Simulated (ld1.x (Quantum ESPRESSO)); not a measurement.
## u(r) = r·R(r): atom against pseudo-atom (V (Z = 23))

Columns: radius, all-electron u(r) and pseudo u(r) of the 3s shell (level -69.83 eV) of vanadium in the configuration [Ne] 3s2 3p6 3d3 4s2 4p0; LDA (PZ), scalar-relativistic, PAW scheme, ld1.x (Quantum ESPRESSO) 7.5.

| r (bohr) | all-electron | pseudo |
| --- | --- | --- |
| 0.090 | -0.0251 | 0.2422 |
| 0.180 | -0.5704 | 0.4736 |
| 0.270 | -0.4993 | 0.6841 |
| 0.360 | -0.1015 | 0.8651 |
| 0.450 | 0.3483 | 1.0099 |
| 0.540 | 0.7172 | 1.1145 |
| 0.630 | 0.9657 | 1.1774 |
| 0.720 | 1.0999 | 1.1995 |
| 0.810 | 1.1433 | 1.1845 |
| 0.900 | 1.1218 | 1.1376 |
| 0.990 | 1.0587 | 1.0660 |
| 1.080 | 0.9717 | 0.9769 |
| 1.170 | 0.8737 | 0.8781 |
| 1.260 | 0.7734 | 0.7766 |
| 1.350 | 0.6764 | 0.6779 |
| 1.440 | 0.5858 | 0.5861 |
| 1.530 | 0.5034 | 0.5034 |
| 1.620 | 0.4299 | 0.4299 |
| 1.710 | 0.3651 | 0.3651 |
| 1.800 | 0.3088 | 0.3088 |
| 1.890 | 0.2602 | 0.2602 |
| 1.980 | 0.2186 | 0.2186 |
| 2.070 | 0.1831 | 0.1831 |
| 2.160 | 0.1531 | 0.1531 |
| 2.250 | 0.1277 | 0.1277 |
| 2.340 | 0.1063 | 0.1063 |

**Question.** How many radial nodes do the two functions have?

**Answer.** The all-electron 3s function has n − l − 1 = 2 (the table is too coarse to show those close to the nucleus); the pseudo-wave has 0, since the states of the same l below it are removed with the core.

**Question.** At about which radius was the pseudo-wave matched?

**Answer.** 1.55 bohr. The columns agree to 0.0005 from 1.44 bohr on; several derivatives are matched, so the curves merge somewhat inside the radius.

**Question.** Where does each function peak?

**Answer.** Outermost all-electron maximum near 0.81 bohr, pseudo maximum near 0.72 bohr (to the table’s step).

**Question.** Is the pseudo-wave norm-conserving?

**Answer.** No, it belongs to a PAW set: the norm inside the radius is not constrained, and the difference is carried by the augmentation charge.
